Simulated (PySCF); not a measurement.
Point-charge models of MeSiCl(SBu)2 (`C(CC)CS[Si](Cl)(C)SCCCC`) against its computed dipole.

Coordinates (PBE0-D3(BJ)/def2-SVP, Å) and charges (e) from the PBE0/pcSseg-1 density (PySCF):

| atom | x | y | z | Mulliken | IAO | Hirshfeld | ESP-fitted |
| --- | --- | --- | --- | --- | --- | --- | --- |
| C1 | 5.174 | 1.182 | 1.703 | -0.2696 | -0.4069 | -0.1122 | -0.4389 |
| C2 | 4.343 | 0.798 | 0.489 | -0.2837 | -0.2414 | -0.0608 | +0.0858 |
| C3 | 3.186 | -0.134 | 0.828 | -0.2226 | -0.2439 | -0.0700 | +0.2393 |
| C4 | 2.370 | -0.500 | -0.398 | -0.3640 | -0.3160 | -0.0666 | -0.2562 |
| S5 | 1.040 | -1.686 | 0.037 | -0.2319 | -0.1887 | -0.0764 | -0.2742 |
| Si6 | -0.203 | -1.471 | -1.678 | +0.7883 | +0.8929 | +0.3271 | +0.5524 |
| C7 | -1.573 | -2.720 | -1.525 | -0.6093 | -0.7239 | -0.2128 | -0.8312 |
| Cl8 | 0.866 | -1.849 | -3.416 | -0.3264 | -0.3232 | -0.1369 | -0.1732 |
| S9 | -0.802 | 0.565 | -1.949 | -0.2031 | -0.1795 | -0.0799 | -0.3521 |
| C10 | -1.529 | 0.924 | -0.304 | -0.3769 | -0.3243 | -0.0668 | +0.2267 |
| C11 | -3.007 | 0.594 | -0.199 | -0.2221 | -0.2434 | -0.0726 | -0.0691 |
| C12 | -3.595 | 0.970 | 1.155 | -0.2865 | -0.2429 | -0.0622 | +0.1931 |
| C13 | -5.071 | 0.626 | 1.279 | -0.2703 | -0.4067 | -0.1122 | -0.2750 |
| H14 | 5.609 | 0.292 | 2.186 | +0.1130 | +0.1341 | +0.0390 | +0.0985 |
| H15 | 6.004 | 1.851 | 1.429 | +0.1212 | +0.1405 | +0.0420 | +0.1234 |
| H16 | 4.563 | 1.701 | 2.458 | +0.1119 | +0.1335 | +0.0384 | +0.0988 |
| H17 | 3.945 | 1.709 | 0.007 | +0.1211 | +0.1285 | +0.0374 | +0.0096 |
| H18 | 4.987 | 0.316 | -0.267 | +0.1213 | +0.1286 | +0.0374 | +0.0044 |
| H19 | 2.528 | 0.342 | 1.575 | +0.1283 | +0.1315 | +0.0333 | -0.0162 |
| H20 | 3.575 | -1.052 | 1.302 | +0.1318 | +0.1322 | +0.0346 | +0.0035 |
| H21 | 1.904 | 0.393 | -0.844 | +0.1796 | +0.1472 | +0.0271 | +0.0708 |
| H22 | 3.001 | -0.968 | -1.169 | +0.1709 | +0.1502 | +0.0350 | +0.1045 |
| H23 | -1.152 | -3.737 | -1.536 | +0.1687 | +0.1713 | +0.0508 | +0.2361 |
| H24 | -2.126 | -2.580 | -0.583 | +0.1610 | +0.1608 | +0.0479 | +0.2659 |
| H25 | -2.274 | -2.615 | -2.366 | +0.1677 | +0.1696 | +0.0506 | +0.2246 |
| H26 | -0.938 | 0.391 | 0.459 | +0.1726 | +0.1451 | +0.0260 | -0.0386 |
| H27 | -1.357 | 2.000 | -0.150 | +0.1616 | +0.1543 | +0.0438 | +0.0375 |
| H28 | -3.157 | -0.484 | -0.380 | +0.1298 | +0.1225 | +0.0320 | +0.0020 |
| H29 | -3.553 | 1.111 | -1.006 | +0.1312 | +0.1349 | +0.0341 | +0.0257 |
| H30 | -3.448 | 2.051 | 1.327 | +0.1198 | +0.1272 | +0.0364 | -0.0467 |
| H31 | -3.026 | 0.460 | 1.952 | +0.1202 | +0.1275 | +0.0364 | -0.0271 |
| H32 | -5.241 | -0.454 | 1.149 | +0.1115 | +0.1332 | +0.0385 | +0.0590 |
| H33 | -5.472 | 0.910 | 2.263 | +0.1213 | +0.1406 | +0.0421 | +0.0703 |
| H34 | -5.667 | 1.147 | 0.513 | +0.1139 | +0.1347 | +0.0393 | +0.0666 |

**Question.** Form Σ q r in debye for every column and set it beside the full dipole.

**Answer.** The full density gives (-0.94, 0.83, 2.33) D, 2.65 D in size; dipole vectors point from the negative to the positive end.

| scheme | μx | μy | μz | size (D) | share of the full size (%) | angle to the full dipole (°) |
| --- | --- | --- | --- | --- | --- | --- |
| Mulliken | -1.72 | 0.49 | 2.97 | 3.47 | 131 | 13 |
| IAO | -0.93 | 0.75 | 2.12 | 2.43 | 92 | 2 |
| Hirshfeld | -0.51 | 0.36 | 1.15 | 1.31 | 49 | 3 |
| ESP-fitted | -0.98 | 0.77 | 2.39 | 2.69 | 102 | 2 |

**Question.** Which set comes closest?

**Answer.** Length of the difference vector: ESP-fitted 0.09 D, IAO 0.23 D, Mulliken 1.06 D, Hirshfeld 1.34 D. Closest: ESP-fitted. The schemes that divide the density aren't constrained to reproduce the dipole.

**Question.** What is left for the Hirshfeld atoms' own dipoles?

**Answer.** The shares of the density sum to the whole, so what Σ q r misses lies in dipoles about the nuclei. The atomic dipoles sum to (-0.94, 0.83, 2.33) − (-0.51, 0.36, 1.15) = (-0.43, 0.47, 1.18) D, 1.34 D in size.

**Question.** With the origin at the mean of the coordinates, (-0.003, 0.002, 0.128) Å, which are the largest single terms, by size, of the IAO dipole along the direction of the full one?

**Answer.** Si6 -8.49, Cl8 +6.22, C7 +6.07, C13 -5.89, C12 -2.90 D; all 34 atoms together +2.43 D. The single terms depend on the origin, their sum doesn't.

**Question.** Give the size of the full dipole in other units.

**Answer.** 2.65 D = 1.042 au = 0.551 e·Å = 8.83 × 10⁻³⁰ C·m.

The structure is a single PBE0-D3(BJ)/def2-SVP conformer in the gas phase; no vibrational or solvent corrections.
